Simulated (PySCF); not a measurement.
Ligand exchange on a metal centre used in film growth or etching (Cd Cl-NH2). Isolated molecules, 0 K electronic values unless said otherwise. One relaxed conformer stands for each flexible species; it need not be the lowest.

The LUMO from two functionals at the same geometries (BP86-D3(BJ)/def2-SVP), both in PySCF: PBE-D3(BJ)/def2-TZVP and B3LYP-D3(BJ)/def2-TZVP. B3LYP has the VWN-RPA correlation part, as in Gaussian. 

| species | B3LYP-D3(BJ)/def2-TZVP (eV) |
|---|---|
| 0 of 2 Cl replaced by NH2 ([Cd(Cl)2]) | -2.66 |
| 1 of 2 Cl replaced by NH2 ([Cd(Cl)(NH2)]) | -1.83 |
| 2 of 2 Cl replaced by NH2 ([Cd(NH2)2]) | -1.04 |

Q: What does PBE-D3(BJ)/def2-TZVP give for each?

A: 
- 0 of 2 Cl replaced by NH2 ([Cd(Cl)2]): -3.22
- 1 of 2 Cl replaced by NH2 ([Cd(Cl)(NH2)]): -2.35
- 2 of 2 Cl replaced by NH2 ([Cd(NH2)2]): -1.51
Over these rows, drawn at random from the members with no instability flagged (it was tested for open shells, ions and some series alone), PBE minus B3LYP-D3(BJ): mean -0.52 eV, from -0.56 eV to -0.47 eV.
